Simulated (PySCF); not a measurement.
A GIAO shielding run with PySCF 2.14 (density fitting, non-relativistic, gas phase) on `O=[P@@H]1C=C([SiH3])CC1`, C4H9OPSi:

```
$ OMP_NUM_THREADS=1 python probes_run.py task.json out

{"job": {"kind": "nmr", "xc": "PBE0", "basis": "pcSseg-1"}, "charge": 0, "multiplicity": 1}
O     -2.927554    -1.440799    -0.693454
P     -1.958797    -0.345491    -0.608502
C     -0.248671    -0.625575    -1.106565
C      0.614190    -0.078020    -0.250548
Si     2.492779    -0.177784    -0.394237
C     -0.004566     0.690018     0.890368
C     -1.458834     0.246722     1.053187
H     -2.364629     0.805058    -1.293317
H      0.024606    -1.199797    -1.975904
H      3.017601     1.189968    -0.422275
H      2.839811    -0.894081    -1.618336
H      2.997396    -0.872160     0.792414
H      0.043122     1.755144     0.645277
H      0.566226     0.545169     1.809970
H     -2.105431     1.031305     1.444419
H     -1.534848    -0.620733     1.716092
```

Hardware: 1 thread of an Arm Neoverse V1, shared host. The job also computes population analyses, field gradients, ring-centre shieldings.

Problem. How large is the calculation?

Solution. 70 electrons, 178 basis functions and 969 auxiliary functions.

Problem. How long does it take, and how much memory does it need?

Solution. 23 s of wall time, with 13 SCF cycles and 5 response iterations; peak memory 0.81 GiB. Times on a shared host scatter by some tens of per cent.
